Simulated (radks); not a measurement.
The strontium ion Sr21+, configuration [Ne] 3s2 3p5 (the NIST ground configuration). Method: Dirac Kohn-Sham, exchange-only PBE, spin-unpolarised, spherical densities, finite nucleus; open shells fill j = l - 1/2 first; Fermi nuclear charge, rms radius 4.224 fm; computed with a radial shooting solver on a logarithmic mesh with Libxc functionals.

Unscreened Slater integrals over Kohn-Sham orbitals (eV). Large and small components are both included.

integral,value
"F0(3p3/2,3p3/2)",57.030
"F2(3p3/2,3p3/2)",28.795
"F0(3p3/2,3p1/2)",57.481
"G2(3p3/2,3p1/2)",28.923
"F0(3p3/2,3s1/2)",56.471
"G1(3p3/2,3s1/2)",36.914
"F0(3p3/2,2p3/2)",75.766
"F2(3p3/2,2p3/2)",18.526
"G0(3p3/2,2p3/2)",7.3797
"G2(3p3/2,2p3/2)",8.0226
"F0(3p1/2,3p1/2)",57.946
"F0(3p1/2,3s1/2)",56.897
"G1(3p1/2,3s1/2)",36.889
"F0(3p1/2,2p3/2)",76.811
"G2(3p1/2,2p3/2)",7.9790
"F0(3s1/2,3s1/2)",56.044
"F0(3s1/2,2p3/2)",73.590
"G1(3s1/2,2p3/2)",7.2492
"F0(2p3/2,2p3/2)",165.15
"F2(2p3/2,2p3/2)",78.488
